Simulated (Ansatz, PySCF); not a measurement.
Reaction (SMILES): BO (H3BO) [borinic acid] → [BH]O + H atom (the B-H bond at the site shown breaks; other sites are not compared here)
Each molecule is optimised on its own at B3LYP-D3(BJ)/def2-TZVP (Ansatz, a quantum-chemistry and plane-wave program), one conformer each, not searched for the lowest. Frequencies are from Ansatz.

Quantity: bond dissociation energy (enthalpy at 298 K, with B3LYP-D3(BJ) rigid-rotor harmonic-oscillator terms), in kJ/mol. Valence correlation only, unless marked. UHF or UKS for open shells. Spin-orbit coupling is left out. Non-relativistic. Basis-set limits of correlation are two-point, X^-3; Hartree-Fock from the larger set.

```json
[
 {"level": "HF-D4/def2-TZVPD", "program": "PySCF + dftd4", "bond dissociation energy (kJ/mol)": "347.9"},
 {"level": "TPSS/def2-TZVPD", "program": "PySCF", "bond dissociation energy (kJ/mol)": "(withheld)"},
 {"level": "r2SCANh-D4/def2-TZVPD", "program": "Ansatz + dftd4", "bond dissociation energy (kJ/mol)": "418.5"},
 {"level": "CCSD/def2-SVP", "program": "Ansatz", "bond dissociation energy (kJ/mol)": "428.1"},
 {"level": "CCSD(T)/CBS(aug-cc-pVTZ,aug-cc-pVQZ)", "program": "Ansatz", "bond dissociation energy (kJ/mol)": "(withheld)"}
]
```

Complete the blanks.


- TPSS/def2-TZVPD, bond dissociation energy (kJ/mol): 435.2
- CCSD(T)/CBS(aug-cc-pVTZ,aug-cc-pVQZ), bond dissociation energy (kJ/mol): 442.2
